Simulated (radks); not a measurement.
The numbers below are computed, except where a source is named.
Question: Ionisation of the niobium ion Nb+, [Kr] 4d4, to Nb2+, [Kr] 4d3, under several functionals. Dirac Kohn-Sham, spin-unpolarised, spherical densities, point nucleus; open shells fill j = l - 1/2 first; a radial shooting solver on a logarithmic mesh with Libxc functionals. Known Delta-SCF values: OLYP 13.953 eV; PW91 14.134 eV; XLYP 14.064 eV. What does HCTH/407 give, and what is its highest occupied eigenvalue?

Answer: 14.303 eV by Delta-SCF; the 4d3/2 eigenvalue is -9.499 eV. NIST: 14.320 eV (semi-empirical).

Beside tabulated values, note that spin-unpolarised runs miss the spin-polarisation part of the exchange energy of open shells.
